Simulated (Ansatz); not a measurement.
Relaxation of CH₇GeNSi (11 atoms, charge 0, multiplicity 1), to a largest force component of 0.015 eV/Å in at most 40 steps.

Theory: Ansatz 0.2.0, RKS B3LYP-D4/def2-SVP.

```xyz
11
Properties=species:S:1:pos:R:3:forces:R:3
C 0.035 2.047 0.397 -1.27 2.69 -0.60
N 0.179 1.126 1.210 0.33 -1.63 1.19
Si 0.754 -0.455 0.660 1.98 0.69 1.17
Ge -0.642 -1.389 -0.814 -2.51 -0.75 -0.30
H 0.184 1.967 -0.695 0.18 0.13 -0.29
H -0.383 3.059 0.748 0.57 -0.88 -0.44
H 2.116 -0.286 0.017 -0.25 0.01 0.08
H 0.979 -1.324 1.832 -0.09 -0.15 0.20
H -2.083 -1.563 -0.067 0.97 0.09 -0.60
H -0.880 -0.461 -2.011 0.00 0.02 -0.21
H -0.195 -2.778 -1.258 0.09 -0.21 -0.18
```

**Question.** Where does it end, and by what steps?

**Answer.** The run converged. After 15 steps the energy has fallen by 0.389 eV; H5 moved furthest, 1.16 Å.

```json
{"step": "0", "energy less start (eV)": "0.0000", "largest force component (eV/Å)": "2.694", "accepted": "yes"}
{"step": "1", "energy less start (eV)": "-0.1294", "largest force component (eV/Å)": "1.962", "accepted": "yes"}
{"step": "2", "energy less start (eV)": "-0.2908", "largest force component (eV/Å)": "0.853", "accepted": "yes"}
{"step": "3", "energy less start (eV)": "-0.2868", "largest force component (eV/Å)": "0.864", "accepted": "no"}
{"step": "4", "energy less start (eV)": "-0.3362", "largest force component (eV/Å)": "0.196", "accepted": "yes"}
{"step": "5", "energy less start (eV)": "-0.3444", "largest force component (eV/Å)": "0.108", "accepted": "yes"}
{"step": "6", "energy less start (eV)": "-0.3531", "largest force component (eV/Å)": "0.268", "accepted": "yes"}
{"step": "7", "energy less start (eV)": "-0.3599", "largest force component (eV/Å)": "0.309", "accepted": "yes"}
{"step": "8", "energy less start (eV)": "-0.3572", "largest force component (eV/Å)": "0.503", "accepted": "no"}
{"step": "9", "energy less start (eV)": "-0.3707", "largest force component (eV/Å)": "0.192", "accepted": "yes"}
{"step": "10", "energy less start (eV)": "-0.3782", "largest force component (eV/Å)": "0.122", "accepted": "yes"}
{"step": "11", "energy less start (eV)": "-0.3817", "largest force component (eV/Å)": "0.119", "accepted": "yes"}
{"step": "12", "energy less start (eV)": "-0.3850", "largest force component (eV/Å)": "0.305", "accepted": "yes"}
{"step": "13", "energy less start (eV)": "-0.3706", "largest force component (eV/Å)": "0.404", "accepted": "no"}
{"step": "14", "energy less start (eV)": "-0.3883", "largest force component (eV/Å)": "0.086", "accepted": "yes"}
{"step": "15", "energy less start (eV)": "-0.3886", "largest force component (eV/Å)": "0.007", "accepted": "yes"}
```

```xyz
11
Properties=species:S:1:pos:R:3
C 0.174 2.271 0.527
N -0.134 1.113 0.933
Si 0.700 -0.383 0.528
Ge -0.810 -1.650 -0.828
H 1.047 2.500 -0.124
H -0.436 3.149 0.815
H 1.991 -0.152 -0.205
H 0.988 -1.105 1.798
H -2.127 -1.927 -0.074
H -1.142 -0.869 -2.118
H -0.185 -3.004 -1.233
```

Whether the end is a true minimum wasn't checked by a vibrational analysis.

The run took 50 s on 2 threads of Arm Neoverse V2, with other jobs on the host, peak memory 0.27 GiB.
